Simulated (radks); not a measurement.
The mean radii <r> (bohr) of the occupied orbitals of an atom or ion are listed with their occupations. All-electron calculation, scalar-relativistic Kohn-Sham, r2SCAN, spin-polarised, spherical densities, finite nucleus; meta-GGA in the generalised Kohn-Sham scheme; Fermi nuclear charge, rms radius of each element as measured or else 0.836 A^(1/3) + 0.57 fm. Program: a radial shooting solver on a logarithmic mesh with Libxc functionals.

| orbital | occ. | <r> |
|---|---|---|
| 1s up | 1 | 0.02843 |
| 1s down | 1 | 0.02843 |
| 2s up | 1 | 0.1226 |
| 2s down | 1 | 0.1226 |
| 2p up | 3 | 0.1071 |
| 2p down | 3 | 0.1071 |
| 3s up | 1 | 0.3298 |
| 3s down | 1 | 0.3298 |
| 3p up | 3 | 0.3282 |
| 3p down | 3 | 0.3282 |
| 3d up | 5 | 0.3053 |
| 3d down | 5 | 0.3053 |
| 4s up | 1 | 0.7882 |
| 4s down | 1 | 0.7887 |
| 4p up | 3 | 0.8465 |
| 4p down | 3 | 0.8467 |
| 4d up | 5 | 1.006 |
| 4d down | 4 | 1.001 |
| 5s up | 1 | 2.092 |
| 5s down | 1 | 2.079 |
| 5p up | 3 | 2.489 |

Name the element and its charge. Open shells, if any, are filled with parallel spins first.

Answer. Z = 51, antimony, charge +1: Sb+ in [Kr] 4d9 5s2 5p3. The 1s radius gives Z: for a bare nucleus <r> = (2 gamma + 1)/(2Z) with gamma = sqrt(1 - (Z/c)^2), 0.028 bohr for Z = 51, and screening makes it slightly larger (0.02843 here). The occupations add up to 50, and the charge is Z minus that.
